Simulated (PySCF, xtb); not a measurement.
Relative energy of two isomers of CH6GeS

Structure X is `C[S][GeH3]`, a singlet and structure Y is `[CH3][GeH2][SH]`, a singlet. Both are isolated molecules in the gas phase, relaxed with PBE0-D3(BJ)/def2-SVP; the shapes shown needn't be the lowest conformers.

X (Å):

```xyz
9

C    -1.6044    0.7219   -1.0867
Ge    0.7109   -1.0284   -0.0101
S    -1.1533    0.0445    0.5412
H    -0.8326    1.4047   -1.4707
H    -1.7921   -0.0754   -1.8206
H    -2.5336    1.2906   -0.9440
H     1.7461   -0.0372   -0.5790
H     0.4102   -2.1042   -1.0731
H     1.2295   -1.6727    1.2835
```

Y (Å):

```xyz
9

C    -0.7614    0.6273   -1.4703
Ge    0.2550   -0.2659   -0.0684
S    -0.5301   -2.3293    0.2866
H    -0.7393    0.0240   -2.3886
H    -0.3327    1.6187   -1.6807
H    -1.8081    0.7565   -1.1590
H     0.2060    0.5426    1.2442
H     1.7170   -0.4948   -0.4890
H    -1.7442   -1.9101    0.7059
```

Energies in hartree; the thermal terms are from GFN2-xTB frequencies at re-optimised GFN2-xTB minima (ideal gas, soft modes damped towards free rotors, one conformer each, 298.15 K, 1 atm) and include the zero-point energy:

```
                               X            Y
E, CCSD(T)/def2-SVP  −2514.419246  −2514.437055
    E, MP2/def2-SVP  −2514.363601  −2514.382435
  E, MP2/def2-TZVPP  −2514.919799  −2514.940330
  zero-point energy      0.059412      0.058525
       H(298 K) − E      0.066449      0.065831
       G(298 K) − E      0.029213      0.028210
```

Problem. Correct the CCSD(T) difference for the basis set by the MP2 change, then work out ΔE, ΔE₀, ΔH and ΔG for X → Y in kJ/mol (1 Eh = 2625.50 kJ/mol) and the equilibrium ratio [Y]/[X].

Solution. 1. Differences Y − X: CCSD(T) −0.017809, MP2 in the small set −0.018834, MP2 in the large set −0.020531 Eh.
2. ΔE = −0.017809 + (−0.020531 − (−0.018834)) = −0.019506 Eh = −51.21 kJ/mol.
3. ΔE₀ = ΔE + ΔZPE = −0.019506 + (−0.000887) Eh = −53.54 kJ/mol.
4. ΔH = ΔE + (−0.000618) Eh = −52.84 kJ/mol.
5. ΔG = ΔE + (−0.001003) Eh = −53.85 kJ/mol, so ΔS = (ΔH − ΔG)/T = +3.4 J/(mol K).
6. kT = 0.9442 mEh, so K = [Y]/[X] = exp(−ΔG/kT) = exp(+21.72) ≈ 2.7 × 10^9.

Structure Y is favoured at this temperature. An error of 4 kJ/mol in ΔG would change K by a factor of 5. Mirror images and further conformers aren't counted.

As drawn, Y has 1 C–Ge, 1 S–H in place of 1 C–S, 1 Ge–H.

Other levels gave ΔE = −18.2 (GFN2-xTB); −19.8 (HF/STO-3G, GFN2-xTB geometries); −47.9 (r2SCAN-D4/def2-SVP, GFN2-xTB geometries); −47.0 (PBE0-D3(BJ)/def2-SVP); −49.5 (HF/def2-SVP); −49.4 (MP2/def2-SVP); −46.8 (CCSD(T)/def2-SVP) kJ/mol. The correlated steps freeze 15 core orbitals; the filled d shell of Ge is correlated, in a basis made for valence electrons. Programs: PySCF 2.14.0, xtb 6.7.1.
